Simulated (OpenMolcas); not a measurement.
## How methods differ on CH4BFO2 (SMILES COB(O)F)

CH4BFO2 has 9 atoms, charge 0, and is taken as a singlet. SMILES: `COB(O)F`. Geometry: relaxed at PBE0-D4/def2-TZVP. This is one conformer, not always the lowest.

```xyz
9

C    -0.6493    0.4913   -1.0859
O    -0.4870    0.6896    0.3046
B     0.3204   -0.0851    1.0495
O     1.0404   -1.1143    0.5247
F     0.4015    0.1877    2.3553
H    -1.7015    0.2852   -1.2914
H    -0.0407   -0.3377   -1.4512
H    -0.3631    1.4070   -1.6066
H     1.5677   -1.5701    1.1840
```

Quantity: the dipole moment, in D. The values are calculated.

| level | kind | program | value (D) | CPU time |
| --- | --- | --- | --- | --- |
| HF/def2-SVP | Hartree–Fock | OpenMolcas | 2.04 | 8.6 s |
| SVWN5/def2-SVP | LDA | OpenMolcas | 1.82 | 30 s |
| BLYP/def2-SVP | GGA | OpenMolcas | 1.75 | 41 s |
| PBE/def2-SVP | GGA | OpenMolcas | 1.76 | 42 s |
| TPSS/def2-SVP | meta-GGA | OpenMolcas | 1.79 | 52 s |
| B3LYP/def2-SVP | global hybrid | OpenMolcas | 1.83 | 39 s |
| BHLYP/def2-SVP | global hybrid | OpenMolcas | 1.93 | 36 s |
| PBE0/def2-SVP | global hybrid | OpenMolcas | 1.86 | 38 s |

The values span 1.75 to 2.04 D. Magnitudes only. Times are those of the runs behind each value, whatever else they computed, on shared processors of several kinds: orders of magnitude only.
